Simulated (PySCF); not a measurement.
**Ar⁺ (argon, charge +1) across methods**

[Ne] 3s2 3p5, 2P determinant. All numbers are calculated (PySCF 2.14, the non-relativistic Hamiltonian (point nucleus), in dyall-acv3z (19s12p6d4f, 113 functions)).

| method | E (hartree) | mean ε 3s β (eV) | mean ε 3p α (eV) | mean ε 3p β (eV) | Σ⟨r²⟩ (bohr²) | ⟨S²⟩ |
| --- | --- | --- | --- | --- | --- | --- |
| MN15 | -527.0188 | -38.525 | -25.307 | -24.317 | 19.92 | 0.752 |
| M06-2X | -526.9602 | -40.304 | -26.126 | -24.946 | 20.12 | 0.753 |
| LDA | -525.3581 | -35.755 | -22.680 | -21.597 | 20.19 | 0.751 |
| PBE0 | -526.8102 | -38.246 | -24.514 | -23.340 | 20.08 | 0.754 |
| r2SCAN | -526.9374 | -36.368 | -23.219 | -21.991 | 20.06 | 0.755 |
| UHF | -526.28233 | -44.729 | -29.145 | -27.631 | 20.18 | 0.759 |
| PBE | -526.7684 | -35.672 | -22.632 | -21.546 | 20.14 | 0.753 |

(1) Estimate the same row for revPBE.

## Answers

(1) E (hartree) = -526.8824; mean ε 3s β (eV) = -35.638; mean ε 3p α (eV) = -22.610; mean ε 3p β (eV) = -21.522; Σ⟨r²⟩ (bohr²) = 20.12; ⟨S²⟩ = 0.753.
